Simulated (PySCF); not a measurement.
Molfile (atoms numbered from 1):
```
C7H10N2
     RDKit          3D

 19 19  0  0  0  0  0  0  0  0999 V2000
   -2.7816   -0.2039    0.6539 C   0  0  0  0  0  0  0  0  0  0  0  0
   -2.1291    0.2878   -0.6302 C   0  0  0  0  0  0  0  0  0  0  0  0
   -0.9410   -0.4409   -1.0044 N   0  0  0  0  0  0  0  0  0  0  0  0
    0.2695   -0.2366   -0.4067 C   0  0  0  0  0  0  0  0  0  0  0  0
    1.3719   -1.0732   -0.7046 C   0  0  0  0  0  0  0  0  0  0  0  0
    2.5836   -0.8043   -0.0966 C   0  0  0  0  0  0  0  0  0  0  0  0
    2.6931    0.2758    0.7871 C   0  0  0  0  0  0  0  0  0  0  0  0
    1.5495    1.0321    1.0118 C   0  0  0  0  0  0  0  0  0  0  0  0
    0.3711    0.7892    0.4433 N   0  0  0  0  0  0  0  0  0  0  0  0
   -2.0855   -0.0895    1.4977 H   0  0  0  0  0  0  0  0  0  0  0  0
   -3.0661   -1.2655    0.5785 H   0  0  0  0  0  0  0  0  0  0  0  0
   -3.6903    0.3764    0.8774 H   0  0  0  0  0  0  0  0  0  0  0  0
   -1.8465    1.3445   -0.5168 H   0  0  0  0  0  0  0  0  0  0  0  0
   -2.8374    0.2282   -1.4722 H   0  0  0  0  0  0  0  0  0  0  0  0
   -1.0561   -1.3062   -1.5120 H   0  0  0  0  0  0  0  0  0  0  0  0
    1.2610   -1.9061   -1.4033 H   0  0  0  0  0  0  0  0  0  0  0  0
    3.4499   -1.4358   -0.3103 H   0  0  0  0  0  0  0  0  0  0  0  0
    3.6330    0.5177    1.2851 H   0  0  0  0  0  0  0  0  0  0  0  0
    1.5815    1.8868    1.6984 H   0  0  0  0  0  0  0  0  0  0  0  0
  1  2  1  0
  2  3  1  0
  3  4  1  0
  4  5  2  0
  5  6  1  0
  6  7  2  0
  7  8  1  0
  8  9  2  0
  9  4  1  0
  1 10  1  0
  1 11  1  0
  1 12  1  0
  2 13  1  0
  2 14  1  0
  3 15  1  0
  5 16  1  0
  6 17  1  0
  7 18  1  0
  8 19  1  0
M  END
```

Geometry: PBE0-D3(BJ)/def2-SVP; GIAO shifts from PySCF 2.14, gas phase, non-relativistic, averaged over equivalent atoms.

At PBE0/pcSseg-1 (203 basis functions, 99 s wall time (69 s CPU) on 1 thread of an x86-64 server CPU, shared host):
```csv
atoms,δ (ppm)
C4,160.5
C8,154.9
C6,142.6
C7,115.7
C5,110.3
C2,37.0
C1,16.0
N9,295.9
N3,106.3
H19,8.20
H17,7.34
H18,6.40
H16,6.12
H15,3.61
H13/H14,3.48
H10/H11/H12,1.13
```

Chemical shifts δ = σref − σ; ¹³C (σref 184.41) and ¹H (σref 31.27) vs TMS; ¹⁵N (σref 265.67) vs NH3, all at this level.

What do these become at KT2/pcSseg-1?

## Answers


```tsv
atoms	δ at KT2/pcSseg-1	change
C4	149.3	-11.2
C8	142.9	-12.0
C6	130.1	-12.5
C7	107.1	-8.6
C5	102.3	-8.0
C2	38.4	+1.4
C1	16.2	+0.2
N9	274.3	-21.6
N3	108.9	+2.6
H19	7.86	-0.34
H17	6.97	-0.37
H18	6.06	-0.34
H16	5.86	-0.26
H15	3.56	-0.05
H13/H14	3.55	+0.07
H10/H11/H12	1.11	-0.02
```

Shifts are taken against calculated references (same method and geometry level): TMS for ¹³C (183.22 ppm) and ¹H (31.18 ppm); ¹⁵N (264.30 ppm) vs NH3.

The largest change is at N9 (pyridine-type ring nitrogen). Cost: 203 basis functions, 2.2 min wall time (92 s CPU) on 1 thread of an x86-64 server CPU, shared host. The order of the carbon signals is the same at both levels.

Experimental scales use liquid or dissolved standards, which lie at an offset from isolated NH3 (liquid NH3: subtract about 20 ppm). Unscaled 15N shifts of sp2 nitrogen come out 20 to 40 ppm too high even then.
